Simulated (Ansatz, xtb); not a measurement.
**F2H2PSi: where a starting geometry ends**

The starting geometry of this gas-phase doublet has its atoms placed at random.

```yaml
atoms:
  - { symbol: F, position_ang: [-1.4500, 0.4219, 0.5246] }
  - { symbol: F, position_ang: [1.0216, 0.8212, 0.2409] }
  - { symbol: P, position_ang: [-1.1353, -1.1958, 1.1210] }
  - { symbol: Si, position_ang: [0.4135, -0.0169, -1.1246] }
  - { symbol: H, position_ang: [-1.8067, -1.1673, 0.0707] }
  - { symbol: H, position_ang: [0.7895, 1.2586, -1.4139] }
```

One run relaxed it with r2SCAN-D4/def2-SVP. What is a likely outcome?

It ends as `F[SiH]PF`. Distances that change by over a tenth: P3–H5 (1.25 → 1.44 Å), Si4–H6 (1.36 → 1.50 Å). Contacts that close: P3–Si4 (2.97 → 2.28 Å).

The energy falls by 4.31 eV over 14 steps:

```
step  E − E(last) (eV)
   1             4.309
   2             2.397
   4             0.970
   5             0.580
   7             0.110
   8             0.048
  10             0.010
  11             0.003
  13             0.000
  14             0.000
```

Final geometry (Å):

```xyz
6

F    -2.0281    0.6600    0.7553
F     1.8540    0.5707    0.2829
P    -1.0862   -0.6872    0.8025
Si    0.6111   -0.0499   -0.5740
H    -1.6831   -1.3795   -0.3083
H     0.1648    1.0075   -1.5397
```

From the same start GFN2-xTB reaches the same bonding as this run.

From so rough a start the end depends on the optimiser's path, so another program may land elsewhere. The end wasn't checked by frequencies. Open shells are spin-unrestricted. Run with Ansatz 0.2.0, 3.4 min on 1 thread of AMD EPYC (Zen 3) (shared host).
